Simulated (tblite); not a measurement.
Species: C6H5FO2S.
Cartesian coordinates in Å at the GFN2-xTB level; atoms count from 1:
```
atom  x, y, z in Å
C1     2.2598   -0.4656    0.3136
O2     1.2203    0.4811    0.1946
C3    -0.0222    0.0324   -0.0073
C4    -0.4363   -1.3157   -0.1339
C5    -1.7789   -1.4324   -0.3321
S6    -2.5908    0.0672   -0.3765
C7    -1.0951    0.9135   -0.1197
C8    -1.1282    2.3454   -0.0572
O9    -2.0631    3.0727   -0.1642
F10    0.1121    2.8837    0.1559
H11    3.1651    0.1164    0.4748
H12    2.3648   -1.0592   -0.5993
H13    2.0968   -1.1304    1.1671
H14    0.2258   -2.1600   -0.0817
H15   -2.3345   -2.3411   -0.4561
```

Computed with GFN2-xTB (tblite): harmonic, unscaled wavenumbers at the GFN2-xTB geometry, gas phase. Errors from tens to a few hundred cm⁻¹ against measured bands are possible. One conformer, not necessarily the lowest.

Harmonic wavenumbers (cm⁻¹): 59.9, 102.9, 120.7, 123.9, 207.2, 230.0, 280.0, 345.2, 376.3, 412.8, 474.1, 600.5, 606.1, 656.5, 674.0, 734.4, 764.7, 819.9, 852.2, 930.2, 953.4, 1075.8, 1105.2, 1118.5, 1147.8, 1186.2, 1243.3, 1392.5, 1418.3, 1432.3, 1464.0, 1470.2, 1533.1, 1801.0, 2946.7, 2957.0, 3039.3, 3144.1, 3163.5.

A = 1427, B = 1217, C = 659.7 MHz; mass 159.999 u (most abundant isotopes); point group Cs, symmetry number 1.

Problem. What is the zero-point energy?

Solution. Half the sum of the wavenumbers: 21482 cm⁻¹ = 256.98 kJ/mol.

Problem. What is S at 298.15 K and 1 bar for an ideal gas of classical rigid rotors and harmonic oscillators?

Solution. Translation 172.15, rotation 125.60, vibration 110.68: S = 408.4 J/(mol K).

Problem. And Cp and H(298.15 K) − H(0)?

Solution. Cp = 152.12 J/(mol K), of which vibrations give 118.86 (their classical limit is 39 R = 324.3); H(298.15 K) − H(0) = 27.86 kJ/mol without the zero-point energy, 17.95 from vibrations.

Problem. Which modes carry the vibrational entropy at 298.15 K?

Solution. 59.9 cm⁻¹: 18.66; 102.9 cm⁻¹: 14.22; 120.7 cm⁻¹: 12.92; 123.9 cm⁻¹: 12.71; 207.2 cm⁻¹: 8.65; 230.0 cm⁻¹: 7.86 J/(mol K); the other 33 give 35.64 together.

Problem. Blend soft modes into free rotors: weight 1/[1 + (100 cm⁻¹/ν̃)⁴] for the oscillator and the rest for a rotor with moment μB/(μ + B), μ = h/(8π²ν), B = 10⁻⁴⁴ kg m². What vibrational entropy results?

Solution. 104.53 J/(mol K) in place of 110.68, which changes −T·S at 298.15 K by +1.83 kJ/mol.

Hindered rotation and anharmonicity are outside this model. Other conformers, if any are populated, would add a mixing term that is left out.
